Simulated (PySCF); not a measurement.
C3H3ClF2, SMILES F[C@@H]1[C@H](F)[C@H]1Cl.

The structure is a stationary point at B3LYP-D3(BJ)/def2-SVP. The structure was generated by enumeration; whether it is a known compound was not checked.

Calculation: PBE/def2-TZVP run with PySCF.

Gas-phase values at a fixed geometry.

```
Item                                                                                                           Result
---------------------------------------------------------------------------------------------  ----------------------
total energy                                                                                       -775.57493 hartree
point group                                                                                                        Cs
highest occupied level                                                                                       -6.84 eV
lowest empty level                                                                                           -1.32 eV
orbital gap                                                                                                   5.52 eV
dipole moment                                                                                               0.229 e·Å
quadrupole, principal values (traceless, Buckingham form, about the centre of nuclear charge)  -6.67, -0.14, 6.81 D·Å
mean static polarisability                                                                       47.9 bohr³ (7.10 Å³)
polarisability, principal values                                                               41.2, 42.9, 59.6 bohr³
```
